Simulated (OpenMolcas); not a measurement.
An OpenMolcas run meant for neutral indium (ANO-R1, X2C; inactive shells 1s 2s 2p 3s 3p 3d 4s 4p 4d; intended active space 3 electrons in 4 orbitals (5s 5p)). One step of its input:

```
&CASPT2
Multistate=3 1 2 3
Frozen=9 9
IPEA=1.5
Imaginary=0.1
MaxIter=60
WThr=0.0 0.3 0.05
PrWF=0.5
NoMix
```

The run finished. Its levels beside those of a sound run (SS-CASPT2, IPEA 0.25 Eh, imaginary shift 0.1 Eh (closed shells correlated: 4d)), in cm⁻¹ above each run's lowest level:

```json
{"Level": "5s² 5p ²P°_1/2", "This run": "0.0", "Usual run": "0.0"}
{"Level": "5s² 5p ²P°_3/2", "This run": "2049", "Usual run": "2049"}
{"Level": "5s 5p² ⁴P_1/2", "This run": "32670", "Usual run": "32823"}
{"Level": "5s 5p² ⁴P_3/2", "This run": "33434", "Usual run": "33587"}
{"Level": "5s 5p² ⁴P_5/2", "This run": "34708", "Usual run": "34861"}
```

Problem. Which setting is unsound, and how much does it matter here?

Solution. The IPEA shift is far above its usual 0.25 hartree. Against the sound run the excited levels shown move by 110 cm-1 on average and by 150 cm-1 at most.

Some high roots are left out of the spin-orbit mixing, which shifts the levels that they would mix with. Terms of s pⁿ other than that of highest spin mix with s² pⁿ⁻² d, which this space lacks; all of them can be thousands of cm-1 off, and some have no real level of that name. Only configurations of the active space appear.

° marks odd parity.
